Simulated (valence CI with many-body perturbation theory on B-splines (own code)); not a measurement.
## Questions on Gd⁴⁹⁺

Computed by configuration interaction combined with many-body perturbation theory (CI+MBPT): five valence electrons over a frozen Dirac-Fock core [Ne], a basis of 9 s, 9 p, 8 d, 6 f, 3 g, 1 h functions for each j, with the one-electron correlation potential Σ1, the two-electron term Σ2, the three-electron term Σ3, Breit, model QED; selected CI, second order for the rest (own B-spline code, finite nucleus).

No measured spectrum was set against this ion. As an estimate, large intervals hold to a few tenths of a per cent, small ones and those within an open d or f shell to about a per cent. Among the levels kept, up to 610 cm⁻¹ of a level comes from second order outside the variational space, and about a tenth of that is noise between levels of different J, which matters for small intervals.

Levels are named by their leading jj configuration (3d3/2^4 stands for four electrons in 3d with j = 3/2), which in mixed levels can hold well under half, so a name can repeat and another be missing.

Rates and lifetimes use the calculated energies. Strong lines usually hold to 10 to 20 %, long lifetimes can be off by a factor of two.

What is the ground level?

(3s^2 3p1/2^2 3p3/2) J=3/2, composition 46 % 3s²3p³ ²P° + 26 % 3s²3p³ ⁴S° + 26 % 3s²3p³ ²D°, g = 1.361.

Name the longest-lived excited levels whose lifetime is computed, and their main decay.

(3s^2 3p1/2 3p3/2 3d5/2) J=9/2 at 3286.2 × 10³ cm⁻¹ lives 1.55 μs, mostly by M1 to (3s^2 3p1/2 3p3/2 3d3/2) J=7/2; (3s^2 3p1/2 3p3/2^2) J=5/2 at 1424.9 × 10³ cm⁻¹ lives 116 ns, mostly by M1 to (3s^2 3p1/2^2 3p3/2) J=3/2; (3s^2 3p1/2 3p3/2^2) J=1/2 at 1526.9 × 10³ cm⁻¹ lives 33.2 ns, mostly by M1 to (3s^2 3p1/2^2 3p3/2) J=3/2.

What are the static dipole polarisabilities of the lowest levels?

(3s^2 3p1/2^2 3p3/2) J=3/2 0.00570 (tensor 0.00045) bohr³, of which the core gives 8.69e-05.

Among levels below 4769.3 × 10³ cm⁻¹, which E1 lines absorb most strongly from the ground level?

to (3s^2 3p1/2 3p3/2 3d3/2) J=3/2 at 3.123 nm, f = 0.301; to (3s^2 3p1/2 3p3/2 3d3/2) J=5/2 at 3.181 nm, f = 0.270; to (3s^2 3p1/2 3p3/2 3d3/2) J=1/2 at 3.122 nm, f = 0.110.

How well does LS coupling describe the low levels?

Among the lowest 20 levels the leading LS term, summed over configurations, holds 53 % on average. For single configurations the figures are 51 % in LS and 93 % in jj coupling. Terms mix most in the J = 5/2 level at 1939.4 × 10³ cm⁻¹, where the leading one holds 30 %.

What is the ionisation energy?

4296.5 eV; NIST lists 4294 ± 4 eV (theoretical).

Where does the other parity begin?

At (3s^2 3p1/2^2 3d3/2) J=3/2, 1534.5 × 10³ cm⁻¹.
